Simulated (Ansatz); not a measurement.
```xyz
6

C     0.0031   -0.0087   -1.1786
C     0.0016   -0.0069    0.2712
N     0.0021   -0.0079    1.4294
H    -0.0037   -1.0334   -1.5647
H    -0.8892    0.5132   -1.5645
H     0.8992    0.5237   -1.5547
```

Basis set: cc-pVDZ (spherical functions). Frozen core: 3 orbitals. Charge 0, multiplicity 1.

Computed with Ansatz (development build ahead of 0.2.0); each method stands on the lowest determinant of its kind that the runs found. Restricted open shells among the atoms or ions are ROHF, correlated in semicanonical orbitals with singles.

The atomization energy at this shape (free ground-state atoms in the same class of orbitals less the molecule, no zero-point energy) of singlet C2H3N:

| method | atomization energy |
| --- | --- |
| RHF | 430.32 kcal/mol |

Question: What does RHF-MP2 give?

Answer: 580.85 kcal/mol.
